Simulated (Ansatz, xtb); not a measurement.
**Two isomers of C4H5N3OS**

Structure I is `O=CCSc1nc[nH]n1`, a singlet and structure II is `CSc1ncnn1C=O`, a singlet. Both are isolated molecules in the gas phase, relaxed with PBE0-D3(BJ)/def2-SVP, each in the lowest conformer that the search found.

Quicker runs give these differences E(II) − E(I): GFN2-xTB −17.6 kcal/mol; HF/STO-3G −10.7 kcal/mol (at GFN2-xTB geometries); r2SCAN-D4/def2-SVP −11.1 kcal/mol (at GFN2-xTB geometries).

Task: Estimate E(II) − E(I) at the level CCSD(T)/def2-SVP + ΔMP2/def2-TZVPP.

Result: Calculated at CCSD(T)/def2-SVP + ΔMP2/def2-TZVPP: E(II) − E(I) = −8.4 kcal/mol, so structure II lies lower.

How the difference moves with the method:

```tsv
level	geometry	E(II) − E(I) (kcal/mol)	departure from the last row (kcal/mol)	job, with rough time for the two
GFN2-xTB	GFN2-xTB	−17.6	−9.2	optimisation, 0.2 s
HF/STO-3G	GFN2-xTB	−10.7	−2.3	single point, 0.52 s
r2SCAN-D4/def2-SVP	GFN2-xTB	−11.1	−2.6	single point, 4.6 s
PBE0-D3(BJ)/def2-SVP	PBE0-D3(BJ)/def2-SVP	−10.2	−1.8	optimisation, 61 s
HF/def2-SVP	PBE0-D3(BJ)/def2-SVP	−10.2	−1.8	part of the CCSD(T) run
MP2/def2-SVP	PBE0-D3(BJ)/def2-SVP	−8.9	−0.5	part of the CCSD(T) run
CCSD(T)/def2-SVP	PBE0-D3(BJ)/def2-SVP	−9.4	−1.0	single point
CCSD(T)/def2-SVP + ΔMP2/def2-TZVPP	PBE0-D3(BJ)/def2-SVP	−8.4		single point, 2.2 min
```

As drawn, II has 1 C–N, 1 C–H in place of 1 C–C, 1 N–H.

None of the levels shown reverses the order. The largest departure from CCSD(T)/def2-SVP + ΔMP2/def2-TZVPP is that of GFN2-xTB, 9.2 kcal/mol. The last row adds to CCSD(T) the change of the MP2 difference between the two basis sets, here +1.0 kcal/mol.

With thermal terms from frequencies at re-optimised GFN2-xTB minima (ideal gas, soft modes damped towards free rotors, one conformer each, 298.15 K, 1 atm): the zero-point term adds 0.0 kcal/mol; ΔH is −8.3 and ΔG −8.2 kcal/mol.

The correlated steps freeze 13 core orbitals. Run with Ansatz 0.2.0, xtb 6.7.1; the last row on 4 threads of Arm Neoverse V1 on a shared host.
